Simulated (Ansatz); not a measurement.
Cost and result for the atomization energy of CH$_{4}$GeO$_{2}$, SMILES `O=[C](O)[GeH3]` (8 atoms, 7 bonds).

Cartesian coordinates in Å:
```
O 0.182 -0.596 1.819
C -0.095 0.061 0.856
O -0.730 1.243 0.936
Ge 0.311 -0.441 -1.035
H -0.893 1.417 1.878
H -1.009 -0.554 -1.806
H 1.188 0.652 -1.657
H 1.045 -1.782 -0.991
```

Total charge 0; spin multiplicity 1. Correlated methods include outer-core shells of Ge, which these sets cover unevenly. Scalar relativity is left out up to krypton. The structure was optimised at the PBE0-D4/def2-TZVP level. It is one conformer, not always the lowest. Program: Ansatz. All runs use 2 threads of an Arm Neoverse V1 on a shared host. Times are those of one run each, without the atoms' runs, and a repeat can differ threefold. Electronic energies, without spin–orbit coupling; frozen cores. CCSD(T)/CBS adds CCSD(T) − MP2 in def2-TZVPP to the MP2 limit, and its time is that of the two runs behind it. T1 = 0.015. With those shells the extrapolation isn't a true limit. B3LYP takes the VWN-RPA correlation (the form of Gaussian; ORCA's B3LYP/G).

CCSD(T)/CBS is a level of theory with its own doubt, some kJ/mol a heavy atom from the limit and from the frozen cores, so smaller differences don't rank the functionals.

| level | functions | wall time | atomization (kcal/mol) | difference from CCSD(T)/CBS | per bond |
| --- | --- | --- | --- | --- | --- |
| LDA (SPW92)/def2-TZVPP | 197 | 1.3 s | 800.7 | 120.3 | 17.2 |
| BLYP-D4/def2-TZVPP | 197 | 2.2 s | 681.7 | 1.3 | 0.2 |
| PBE-D4/def2-TZVPP (with forces) | 197 | 2.7 s | 698.3 | 17.9 | 2.6 |
| PBE0-D4/def2-TZVPP | 197 | 3.3 s | 675.7 | -4.7 | -0.7 |
| B3LYP-D4/def2-TZVPP (with forces) | 197 | 4.3 s | 675.7 | -4.7 | -0.7 |
| r2SCANh-D4/def2-TZVPP | 197 | 6 s | 674.7 | -5.7 | -0.8 |
| B2PLYP/def2-TZVPP | 197 | 6 s | 671.1 | -9.3 | -1.3 |
| CCSD(T)/def2-SVP | 94 | 6.5 s | 639.4 | -41.0 | -5.9 |
| ωB97X-V/def2-TZVPP | 197 | 9.5 s | 682.2 | 1.8 | 0.3 |
| B97M-V/def2-TZVPP | 197 | 11 s | 682.6 | 2.2 | 0.3 |
| MP2/def2-QZVPP | 380 | 24 s | 688.3 | 7.9 | 1.1 |
| CCSD(T)/def2-TZVPP | 197 | 2.1 min | 663.1 | -17.3 | -2.5 |
| CCSD(T)/CBS(def2) | – | 2.4 min | 680.4 | 0.0 | 0.0 |

From BLYP to BHLYP (50 % exact exchange), in def2-TZVPP and without D4, the atomization energy moves by −34.1 kcal/mol: exact exchange takes away binding that semilocal exchange gives to molecules. In def2-TZVPP, CCSD(T) changes the Hartree–Fock value by +207.0 kcal/mol (the triples alone add +14.0 kcal/mol) and MP2 by +222.1 kcal/mol; breaking electron pairs costs correlation energy, which Hartree–Fock lacks. The D4 term adds +5.1 kcal/mol with B3LYP and +2.6 kcal/mol with PBE0; it sums over pairs of atoms, weighted by their polarisabilities, and B3LYP, whose exchange is more repulsive, gets the larger term.
